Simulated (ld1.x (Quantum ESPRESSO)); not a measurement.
## promethium (Pm): excitation energies, all-electron against TM

* Element: Pm
* Generator: ld1.x (Quantum ESPRESSO) 7.5
* Type: norm-conserving Troullier–Martins (Kleinman–Bylander form)
* Functional: PBEsol
* Relativity: fully relativistic
* Frozen core: [Xe]
* Valence charge: 7
* Reference configuration: 4f4 5d1 6s2 6p0
* Partial waves: 6p (bound, empty): rc 3.80 bohr; 5d (bound): rc 2.25 bohr; 4f (bound): rc 1.65 bohr; 6s (bound): rc 3.45 bohr
* Local potential: the s channel
* Core correction: none

Open shells are filled in proportion to 2j + 1 (rel_dist='average').

Energies are relative to the spin-unpolarised reference configuration 4f4 5d1 6s2 6p0; without spin polarisation the order of configurations can differ from experiment. Not all tests gave a result: 1 of 7 tests not solved or not reliable. Left out of the table: 4f5 5d1 6s1 6p0 (pseudo-atom not self-consistent, printed error -339 eV).

```json
{"valence configuration": "4f5 5d0 6s2 6p0", "charge": "0", "ΔE all-electron (eV)": "-2.405", "error AE − PS (meV)": "-847"}
{"valence configuration": "4f5 5d0 6s1 6p0", "charge": "+1", "ΔE all-electron (eV)": "3.487", "error AE − PS (meV)": "-886"}
{"valence configuration": "4f5 5d0 6s0 6p0", "charge": "+2", "ΔE all-electron (eV)": "14.328", "error AE − PS (meV)": "-650"}
{"valence configuration": "4f4 5d1 6s1 6p0", "charge": "+1", "ΔE all-electron (eV)": "6.390", "error AE − PS (meV)": "-8.5"}
{"valence configuration": "4f5 5d1 6s0 6p0", "charge": "+1", "ΔE all-electron (eV)": "4.686", "error AE − PS (meV)": "-1435"}
```

Problem. What are ΔE and the potential's error for 4f5 5d0 6s1 6p1?

Solution. ΔE = -0.008 eV all-electron; the error (AE − PS) is -799 meV.

Levels in the configuration 4f5 5d1 6s0 6p0:

```json
{"level": "4f j=5/2", "all-electron (eV)": "-6.676", "pseudo (eV)": "-4.348"}
{"level": "4f j=7/2", "all-electron (eV)": "-6.207", "pseudo (eV)": "-3.904"}
{"level": "5d j=3/2", "all-electron (eV)": "-6.154", "pseudo (eV)": "-5.818"}
{"level": "5d j=5/2", "all-electron (eV)": "-5.955", "pseudo (eV)": "-5.646"}
```

These tests converged, but a pseudo level misses the all-electron one widely, so the file describes the atom poorly there or has found another state: 4f5 5d0 6s2 6p0: 4f by 1.9 eV; 4f5 5d0 6s1 6p0: 4f by 2.4 eV; 4f5 5d0 6s0 6p0: 4f by 2.8 eV; 4f5 5d0 6s1 6p1: 4f by 2.1 eV; 4f5 5d1 6s0 6p0: 4f by 2.3 eV. ld1.x printed “convergence not achieved” for 4 of the counted tests; their residual had stalled under 1e-8, short of the target of 1e-14.
